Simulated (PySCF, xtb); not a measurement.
SnF2Cl2, SMILES [F][Sn]([F])([Cl])[Cl].

GFN2-xTB (xtb) at its own geometry gives an orbital gap of 2.90 eV and a dipole moment of 3.12 D.

Geometry: r2SCAN-D4/def2-SVP. The def2 effective core potentials stand for the cores of Sn; spin–orbit coupling is left out.

What does M06-2X/def2-TZVP (PySCF) give? (An estimate is asked for; the answer gives what the named calculation found.)

gap 9.05 eV (levels -11.60 and -2.55 eV), dipole 1.61 D.
